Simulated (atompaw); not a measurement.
## How hard is this zirconium (Zr) PAW (atompaw) potential?

* Element: Zr (Z = 40)
* Generator: atompaw 4.2.0.5
* Type: PAW
* Functional: PBE
* Relativity: scalar-relativistic
* Frozen core: [Ar] 3d10
* Valence charge: 12
* Reference configuration: 4s2 4p6 4d2 5s2 5p0
* Partial waves: 4s (bound): rc 1.55 bohr; 5s (bound): rc 1.60 bohr; 4p (bound): rc 1.80 bohr; 5p (bound, empty): rc 2.90 bohr; 4d (bound): rc 2.90 bohr; 4d channel at 1.35 Ry: rc 2.90 bohr
* Local potential: vpsmatchnc scheme with l = 3 at 0 Ry, radius 2.00 bohr
* Core correction: smooth core density matched at 2.60 bohr
* Augmentation charge: sinc compensation charge, radius 1.20 bohr; PAW radius 2.90 bohr; waves and projectors: custom rrkj vanderbiltortho

The pseudo-atom Hamiltonian at the reference potential is diagonalised in spherical Bessel functions j_l(qr) that vanish at 20 bohr, with q² up to the cutoff. All-electron valence levels (Ry): 4s -4.0060, 5s -0.3263, 4p -2.3859, 5p -0.1080, 4d -0.2645.

Question: How do the lowest levels (Ry) of each channel move with the cutoff, and are there ghosts?

Answer:

```json
{"cutoff (Ry)": "8", "s #1": "-3.8998", "s #2": "-0.3135", "p #1": "-1.0151", "p #2": "-0.1079", "d #1": "-0.2403", "f #1": "0.1010", "Σ f·Δε (mRy)": "8511.1"}
{"cutoff (Ry)": "12", "s #1": "-3.9855", "s #2": "-0.3247", "p #1": "-2.1691", "p #2": "-0.1080", "d #1": "-0.2642", "f #1": "0.1010", "Σ f·Δε (mRy)": "1345.4"}
{"cutoff (Ry)": "15", "s #1": "-3.9977", "s #2": "-0.3258", "p #1": "-2.3373", "p #2": "-0.1080", "d #1": "-0.2643", "f #1": "0.1010", "Σ f·Δε (mRy)": "309.9"}
{"cutoff (Ry)": "21", "s #1": "-4.0053", "s #2": "-0.3262", "p #1": "-2.3814", "p #2": "-0.1080", "d #1": "-0.2645", "f #1": "0.1010", "Σ f·Δε (mRy)": "28.4"}
{"cutoff (Ry)": "30", "s #1": "-4.0060", "s #2": "-0.3263", "p #1": "-2.3855", "p #2": "-0.1080", "d #1": "-0.2645", "f #1": "0.1010", "Σ f·Δε (mRy)": "2.4"}
{"cutoff (Ry)": "40", "s #1": "-4.0060", "s #2": "-0.3263", "p #1": "-2.3857", "p #2": "-0.1080", "d #1": "-0.2645", "f #1": "0.1010", "Σ f·Δε (mRy)": "1.2"}
{"cutoff (Ry)": "45", "s #1": "-4.0060", "s #2": "-0.3263", "p #1": "-2.3858", "p #2": "-0.1080", "d #1": "-0.2645", "f #1": "0.1010", "Σ f·Δε (mRy)": "0.5"}
{"cutoff (Ry)": "55", "s #1": "-4.0061", "s #2": "-0.3263", "p #1": "-2.3858", "p #2": "-0.1080", "d #1": "-0.2645", "f #1": "0.1010", "Σ f·Δε (mRy)": "0.3"}
{"cutoff (Ry)": "400", "s #1": "-4.0061", "s #2": "-0.3263", "p #1": "-2.3859", "p #2": "-0.1080", "d #1": "-0.2645", "f #1": "0.1010", "Σ f·Δε (mRy)": "0.0"}
```

Result: no extra level below or beside the all-electron valence levels (s, p, d, f tested); 10 mRy is reached at 25 Ry and 1 mRy at 45 Ry.
